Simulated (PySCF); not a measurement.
Molecule: SMILES FC/C=C/O[SiH3], C$_{3}$H$_{7}$FOSi.

Cartesian coordinates in Å; atom numbers follow the order of the lines, from 1:
```xyz
13

F    -2.528    1.595    0.736
C    -2.220    0.535   -0.096
C    -0.748    0.295   -0.117
C    -0.188   -0.815    0.343
O     1.116   -1.097    0.355
Si    2.446   -0.257   -0.090
H    -2.597    0.815   -1.087
H    -2.767   -0.332    0.287
H    -0.135    1.098   -0.499
H    -0.788   -1.628    0.742
H     2.394    0.060   -1.518
H     3.452   -1.251    0.247
H     2.559    0.982    0.679
```

Frames of a GFN2-xTB Langevin trajectory at 200 K; GIAO PBE0/pcSseg-1 shieldings in PySCF 2.14.0 with density-fitted response routines, gas phase, non-relativistic; equivalent atoms averaged within each frame.

References, each an isolated molecule treated in the same way: ¹⁹F (σ = 170.95 ppm) vs CFCl3; TMS for ¹³C (σ = 186.93 ppm) and ²⁹Si (σ = 349.16 ppm) and ¹H (σ = 31.72 ppm); ¹⁷O (σ = 336.08 ppm) vs H2O. The references are static minima.

Q: How do the shifts (ppm) fluctuate along the trajectory?

A: 
| time (fs) | F1 | C4 | C3 | C2 | O5 | Si6 | H10 | H7/H8 | H9 | H11/H12/H13 |
| --- | --- | --- | --- | --- | --- | --- | --- | --- | --- | --- |
| 250 | -218.5 | 163.8 | 109.4 | 81.8 | 96.2 | -41.1 | 6.78 | 5.42 | 5.40 | 4.76 |
| 425 | -218.3 | 166.7 | 116.9 | 80.0 | 106.2 | -46.4 | 8.18 | 4.96 | 5.75 | 5.42 |
| 625 | -223.8 | 159.5 | 111.8 | 81.2 | 102.7 | -44.6 | 7.86 | 5.45 | 5.82 | 5.46 |
| 800 | -220.6 | 168.9 | 107.5 | 80.3 | 113.5 | -37.4 | 6.92 | 5.52 | 5.72 | 5.36 |
| 1000 | -249.2 | 158.6 | 115.6 | 80.9 | 92.1 | -39.2 | 6.12 | 5.35 | 5.37 | 4.63 |
| mean of frames | -226.1 | 163.5 | 112.3 | 80.8 | 102.1 | -41.7 | 7.17 | 5.34 | 5.61 | 5.12 |
| standard deviation | 13.1 | 4.5 | 4.0 | 0.7 | 8.4 | 3.7 | 0.84 | 0.22 | 0.21 | 0.39 |

5 frames give an uncertainty of the mean of about the standard deviation over 2.2 at best, since frames this close in time may not be independent; classical motion lacks zero-point vibration, and the reference would need the same averaging.
